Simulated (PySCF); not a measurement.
# Excitation energy of Gd⁺ by level of theory

Gd⁺ [Xe] 4f7 5d1 6s1 (10D) → Gd⁺ [Xe] 4f8 5d1 (high-spin determinant), as a difference of total energies. All numbers are calculated (PySCF 2.14, the spin-free X2C one-electron Hamiltonian (Gaussian nucleus), in cc-pVDZ-X2C (8s7p5d3f1g, 84 functions)). Correlated levels: valence: [Kr] 4d10 frozen. The calculations carry no spin-orbit coupling.

```csv
method,excitation energy (eV)
UHF,5.750
MP2 (valence),3.227
SCS-MP2 (valence),3.284
CCSD (valence),3.755
CCSD(T) (valence),3.598
```

Q: How much does correlation contribute at CCSD(T) (valence)?

A: 3.598 − (5.750) = -2.152 eV, measured against UHF.

A first-order spin-orbit estimate (lowest level to lowest level, LS coupling) adds -0.052 eV.

The determinant of the upper state mixes LS terms, which raises its energy above the lowest term, most at the Hartree-Fock and MP2 levels.
